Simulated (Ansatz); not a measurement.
`CO[Si](S)(Cl)OC`, relaxed with RKS PBE0-D4/def2-TZVP in Ansatz 0.2.0 from a GFN2-xTB geometry. The force threshold is 0.005 eV/Å; the program also tests the step.

Charge 0, multiplicity 1.

Start:

```xyz
14

C    -2.375   -0.364   -0.130
O    -1.207   -1.148   -0.143
Si    0.309   -0.711    0.168
S     0.585   -0.007    2.191
Cl    1.344   -2.388   -0.184
O     0.700    0.509   -0.811
C     1.869    1.289   -0.861
H    -2.288    0.458   -0.840
H    -3.202   -1.014   -0.413
H    -2.550    0.042    0.869
H     0.318   -1.154    2.796
H     2.068    1.741    0.112
H     1.706    2.069   -1.603
H     2.723    0.676   -1.152
```

```tsv
step	energy (eV)	largest force (eV/Å)	largest move (Å)
1	-37508.1435	0.761	0.000
2	-37508.1783	0.424	0.187
3	-37508.1969	0.235	0.092
4	-37508.2002	0.139	0.014
5	-37508.2076	0.128	0.065
6	-37508.2103	0.109	0.038
7 (rejected)	-37508.2074	0.217	0.060
8	-37508.2118	0.066	0.030
9	-37508.2125	0.042	0.029
10	-37508.2128	0.020	0.013
11	-37508.2129	0.015	0.018
12	-37508.2130	0.008	0.007
13	-37508.2131	0.011	0.016
14	-37508.2132	0.012	0.015
15	-37508.2132	0.010	0.012
16	-37508.2132	0.007	0.011
17	-37508.2133	0.004	0.007
```

End:

```xyz
14

C    -2.399   -0.389   -0.122
O    -1.221   -1.166   -0.221
Si    0.257   -0.642    0.166
S     0.412    0.051    2.170
Cl    1.497   -2.235   -0.135
O     0.648    0.606   -0.788
C     1.903    1.253   -0.847
H    -2.409    0.397   -0.882
H    -3.249   -1.052   -0.285
H    -2.489    0.068    0.868
H     0.361   -1.185    2.694
H     2.210    1.618    0.138
H     1.809    2.102   -1.526
H     2.671    0.575   -1.229
```

It took 54 s on 2 threads of an AMD EPYC 7R13 on a shared host and a share of an NVIDIA H100 80 GB, with 0.93 GiB of host memory at the peak.
